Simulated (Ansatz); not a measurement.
Geometry optimisation, Ansatz, RKS PBE/def2-SVP.

input.yaml

```yaml
crystal:
  periodic: [false, false, false]
  atoms:
    - { symbol: Si, position_ang: [0.3763, 1.3889, -0.7211] }
    - { symbol: S, position_ang: [1.2852, -0.4807, -0.9109] }
    - { symbol: Sb, position_ang: [0.6524, -1.1075, 1.3685] }
    - { symbol: Te, position_ang: [-1.6549, -2.2052, 0.5298] }
    - { symbol: H, position_ang: [0.5238, 2.1861, -1.9945] }
    - { symbol: H, position_ang: [0.9166, 2.1955, 0.388] }
    - { symbol: H, position_ang: [-1.0846, 1.2502, -0.4957] }
    - { symbol: H, position_ang: [1.5442, -2.6414, 1.2187] }
    - { symbol: H, position_ang: [-2.4706, -0.6323, 0.6] }
basis:
  gaussian: { orbitals: def2-SVP }
hamiltonian:
  xc: pbe
relax:
  f_tol: 0.02
  max_steps: 50
```

Launched with:

```bash
$ ansatz run input.yaml --threads 2 --pin off --max-ram 3072MiB --backend cpu --events-out ev --progress --plain --runs-dir out
```

Task: Where does it end, and by what steps?

Result: The forces met the threshold. The force dipped under the threshold on the way, but the program's further checks kept it going. After 13 steps the energy has fallen by 0.373 eV; H9 moved furthest, 0.99 Å.

```
step  energy less start (eV)  largest force component (eV/Å)  accepted
   0                  0.0000                           1.630       yes
   1                 -0.1947                           0.810       yes
   2                 -0.2997                           0.455       yes
   3                 -0.3382                           0.266       yes
   4                 -0.3595                           0.136       yes
   5                 -0.3663                           0.159       yes
   6                 -0.3687                           0.105       yes
   7                 -0.3712                           0.037       yes
   8                 -0.3718                           0.013       yes
   9                 -0.3723                           0.019       yes
  10                 -0.3723                           0.039       yes
  11                 -0.3725                           0.048       yes
  12                 -0.3727                           0.024       yes
  13                 -0.3728                           0.007       yes
```

```xyz
9
Properties=species:S:1:pos:R:3
Si 0.490 1.622 -0.860
S 1.396 -0.339 -0.861
Sb 0.529 -1.188 1.329
Te -1.847 -2.511 0.644
H 1.005 2.317 -2.087
H 0.866 2.418 0.364
H -1.013 1.548 -0.922
H 1.405 -2.662 1.060
H -2.743 -1.253 1.316
```

The run took 13 s on 2 threads of AMD EPYC 9R45 96-Core Processor (Zen 5) (shared host), peak memory 0.19 GiB.
